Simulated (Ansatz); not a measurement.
Z-matrix (Å, degrees):
```
C
C 1 1.490
H 1 1.092 2 109.4
H 1 1.087 2 109.9 3 121.3
H 1 1.092 2 109.6 3 -117.2
O 2 1.200 1 126.3 3 -121.0
O 2 1.354 1 112.6 3 59.1
Si 7 1.658 2 118.1 1 178.9
F 8 1.578 7 103.6 2 -175.5
F 8 1.575 7 110.2 2 70.0
H 8 1.462 7 114.1 2 -56.4
```

The species carries charge 0 and has multiplicity 1.

Q: List the ωB97M-V/def2-TZVPP orbital energies in eV (the Gaussian-basis code of Ansatz). (An estimate is asked.)

A: The calculation gave: Occupied: -1809.42, -677.95, -677.92, -527.55, -526.40, -285.85, -282.15, -150.24, -104.40, -104.38, -104.32, -36.87, -36.33, -34.14, -31.67, -24.49, -20.55, -18.43, -17.28, -17.04, -16.80, -16.50, -16.19, -15.74, -15.25, -14.87, -14.44, -14.28, -13.84, -12.87, -12.40, -11.10. Lowest empty: 1.80, 2.37, 3.06, 3.10, 3.79, 4.41, 4.65, 4.82.
